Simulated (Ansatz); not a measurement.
Calculated with Ansatz (gas phase, PBE0-D4/def2-TZVP geometries, no zero-point term in ΔE). CCSD(T)/CBS is the MP2 limit (def2-TZVPP, def2-QZVPP) plus CCSD(T) − MP2 in def2-TZVPP, frozen cores. DFT in def2-TZVPP. B3LYP here is the variant with VWN-RPA as its local correlation; programs differ in this. One conformer a species, not always the lowest.

Reaction (isomerisation): `C[C@H]1N[Si@H]1C` → `CCC(=N)[SiH3]`

`C[C@H]1N[Si@H]1C`:

Cartesian coordinates in Å:
```
C 0.208 -0.152 -1.913
C -0.097 0.823 -0.809
N -1.356 0.551 -0.042
Si 0.019 0.524 0.997
C 0.461 -1.090 1.797
H 0.104 -1.183 -1.569
H -0.478 -0.019 -2.757
H 1.228 -0.017 -2.281
H 0.034 1.865 -1.110
H -2.061 1.272 -0.070
H 0.289 1.700 1.864
H 0.290 -1.915 1.103
H 1.510 -1.099 2.102
H -0.150 -1.258 2.688
```

`CCC(=N)[SiH3]`:

```xyz
14

C    -0.386    1.333    0.985
C     0.288    1.018   -0.345
C     0.638   -0.437   -0.491
N     1.801   -0.890   -0.729
Si   -0.714   -1.760   -0.288
H    -1.319    0.776    1.103
H     0.263    1.077    1.826
H    -0.628    2.395    1.055
H     1.198    1.617   -0.467
H    -0.389    1.291   -1.163
H     2.483   -0.127   -0.806
H    -2.003   -1.249   -0.835
H    -0.921   -2.051    1.156
H    -0.309   -2.993   -1.000
```

```
          level  ΔE (kcal/mol)
       B3LYP-D4            5.7
CCSD/def2-TZVPP            6.0
```

What does CCSD(T)/CBS give? (Best estimate.)

Computed: +7.7 kcal/mol. The listed levels differ from it by -2.0, -1.7 kcal/mol.

Largest T1 diagnostic among the species: 0.012.

From PBE to PBE0 (25 % exact exchange), in def2-TZVPP and without D4, ΔE moves by +1.0 kcal/mol. In def2-TZVPP, CCSD(T) changes the Hartree–Fock value by +5.1 kcal/mol (the triples alone add +0.0 kcal/mol) and MP2 by +8.7 kcal/mol.
